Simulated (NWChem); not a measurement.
Program: NWChem. System: H3ClSi, charge 0, spin multiplicity 1, at a geometry optimised with B3LYP/def2-SVP. The structure started from a generated list of species. Level: MP2/cc-pVDZ, 10 core orbitals frozen.

Job file:

```
start mol
memory heap 200 mb stack 900 mb global 1100 mb
geometry units angstroms nocenter noautoz
  Si     0.996521     0.027906     0.000000
  Cl    -1.081792    -0.030294     0.000000
  H      1.460043     0.744376     1.217998
  H      1.460043     0.744376    -1.217998
  H      1.519090    -1.364432     0.000000
  symmetry group Cs
end
basis spherical
  * library cc-pvdz
end
scf
  rhf
  nopen 0
  maxiter 100
  thresh 1e-7
  semidirect memsize 60000000 filesize 0
end
mp2
  freeze core 10
end
task mp2 energy
```

Part of the output:

```
             Northwest Computational Chemistry Package (NWChem) 7.3.0
             --------------------------------------------------------

                                NWChem Input Module
                                -------------------

 Scaling coordinates for geometry "geometry" by  1.889725989
 (inverse scale =  0.529177249)

 Turning off AUTOSYM since
 SYMMETRY directive was detected!

                             Geometry "geometry" -> ""
                             -------------------------

 Output coordinates in angstroms (scale by  1.889725989 to convert to a.u.)

  No.       Tag          Charge          X              Y              Z
 ---- ---------------- ---------- -------------- -------------- --------------
    1 Si                  14.0000     0.99652100     0.02790600     0.00000000
    2 Cl                  17.0000    -1.08179200    -0.03029400     0.00000000
    3 H                    1.0000     1.46004300     0.74437600     1.21799800
    4 H                    1.0000     1.46004300     0.74437600    -1.21799800
    5 H                    1.0000     1.51909000    -1.36443200     0.00000000

 Effective nuclear repulsion energy (a.u.)      85.4045721171

            Nuclear Dipole moment (a.u.)
            ----------------------------
        X                 Y               Z
 ---------------- ---------------- ----------------
     0.0000113384     0.0000113384     0.0000000000

      Symmetry information
      --------------------

 Group name             Cs
 Group number              2
 Group order               2
 No. of unique centers     4

      Symmetry unique atoms

     1    2    3    5


 Summary of "ao basis" -> "" (spherical)
 ------------------------------------------------------------------------------
       Tag                 Description            Shells   Functions and Types
 ---------------- ------------------------------  ------  ---------------------
 *                          cc-pvdz                   on all atoms

 Summary of "ao basis" -> "ao basis" (spherical)
 ------------------------------------------------------------------------------
[...]
     1   1 0 0      0.674545      0.000000      0.000011
     1   0 1 0      0.018885      0.000000      0.000011
     1   0 0 1      0.000000      0.000000      0.000000

     2   2 0 0    -20.609769      0.000000    144.158509
     2   1 1 0      0.010878      0.000000      3.740306
     2   1 0 1     -0.000000      0.000000      0.000000
     2   0 2 0    -20.998404      0.000000     10.700229
     2   0 1 1      0.000000      0.000000      0.000000
     2   0 0 2    -20.998716      0.000000     10.595484

                   NWChem MP2 Semi-direct Energy/Gradient Module
                   ---------------------------------------------

  Basis functions       =     51
  Molecular orbitals    =     51
  Frozen core           =     10
  Frozen virtuals       =      0
  Active alpha occupied =      7
  Active beta occupied  =      7
  Active alpha virtual  =     34
  Active beta virtual   =     34
  Use MO symmetry       = T
  Use skeleton AO sym   = T

  AO/Fock/Back tols     =   1.0D-09  1.0D-09  1.0D-09

 GA uses MA = F    GA memory limited = T

 Available:
  local mem=  1.26D+08
 global mem=  1.44D+08
 local disk=  0.00D+00
  mp2_memr nvloc                    34
  nvloc new                    34
   1 passes of   7:        3145728                      11375                   1077514.
   1 passes of   7: M    126153534           G      144173998           F     123007806.

 Semi-direct pass number   1 of   1  for RHF alpha+beta  at        0.7s
  vrange nnbf                  1326
  mp2_eaftype                    10  avail_ma_in_mb                  1099
 EAF : mp2_eaftype filesize          10     538757.
  mp2_eaf for mointskh                     10
Node 0 wrote      2.5 Mb in      0.0 s     Agg I/O rate:  5579.9 Mb/s
 Done moints_semi at        2.1s
  mp2_eaftype                    10  avail_ma_in_mb                  1089
 EAF : mp2_eaftype filesize          10     538757.
  mp2_eaf for kh                    10
 Done maket at        2.1s
 Done multipass loop at        2.1s

          -------------------------------------------
          SCF energy                -750.222019897237
          Correlation energy          -0.239478059415
          Singlet pairs               -0.163340014084
          Triplet pairs               -0.076138045331
          Total MP2 energy          -750.461497956652
          -------------------------------------------

          ---------------------------------------------------
                    Spin Component Scaled (SCS) MP2
          Same spin pairs                     -0.050758696888
          Same spin scaling factor             0.333333333333
          Opposite spin pairs                 -0.188719362528
          Opposite spin scaling fact.          1.200000000000
          SCS-MP2 correlation energy          -0.243382800663
          Total SCS-MP2 energy              -750.465402697899
          ---------------------------------------------------

 -----------------------
 Performance information
 -----------------------

 Timer overhead =  1.18D-07 seconds/call

               Nr. of calls         CPU time (s)                 Wall time (s)                GFlops
             ---------------    -------------------     ------------------------------   -------------------
Name         Min   Avg   Max    Min     Avg     Max     Min     Avg     Max   Mx/calls   Min     Max     Sum
mp2: moin     1     1     1    1.4     1.4     1.4      1.4     1.4     1.4     1.4      0.0     0.0     0.0
mp2: make     1     1     1   9.23E-3 9.23E-3 9.23E-3  9.23E-3 9.23E-3 9.23E-3 9.23E-3   0.0     0.0     0.0
mp2: tota     1     1     1    1.4     1.4     1.4      1.4     1.4     1.4     1.4      0.0     0.0     0.0

 The average no. of pstat calls per process was 3.00D+00
 with a timing overhead of 3.55D-07s

 Task  times  cpu:        2.1s     wall:        2.1s

 Total times  cpu:        2.1s     wall:        2.1s
```
